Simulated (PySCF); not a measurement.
C3H5, SMILES C=[C]C, multiplicity 2.

Geometry optimised at B3LYP-D3(BJ)/def2-TZVP. The isomer is the one that the SMILES or the coordinates give; other isomers of the formula were not compared.

Level of theory: PBE/def2-TZVPD in PySCF.

Gas-phase values at a fixed geometry.

Q: Estimate the frontier levels, dipole moment and polarisability. (The exact figures need the calculation; the answer reports its results.)

A: 
- α spin, highest occupied and lowest empty level = -4.84 and -0.61 eV
- β spin, highest occupied and lowest empty level = -6.30 and -2.68 eV
- dipole moment = 0.94 D
- quadrupole, principal values (traceless, Buckingham form, about the centre of nuclear charge) = -2.27, -0.73, 2.99 D·Å
- mean static polarisability = 42.0 bohr³ (6.23 Å³)
- polarisability, principal values = 32.0, 38.2, 55.9 bohr³
- ⟨S²⟩ = 0.757 (pure state 0.75)
